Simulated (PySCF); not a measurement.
**P⁺: ionisation energy**

P⁺ [Ne] 3s2 3p2 (3P) → P²⁺ [Ne] 3s2 3p1 (2P), as a difference of total energies. Calculation: PySCF 2.14, in dyall-av3z (19s12p3d2f, 84 functions); no relativity, point nucleus. Correlated levels: valence: [Ne] frozen; virtual orbitals above 40 to 60 times the deepest correlated orbital energy dropped. The calculations carry no spin-orbit coupling.

Question: Order these methods by the ionisation energy they give, lowest first.
A. CCSD (valence)
B. CCSD(T) (valence)
C. SCS-MP2 (valence)
D. UHF

Answer: D (19.171 eV), C (19.530 eV), A (19.655 eV), B (19.690 eV).

A first-order spin-orbit estimate (lowest level to lowest level, LS coupling) adds -0.006 eV.

Errors of the correlated levels include the incompleteness of this basis and the frozen core.

For comparison: 19.769 eV (semi-empirical (NIST evaluation); NIST Atomic Spectra Database, ionization energies).
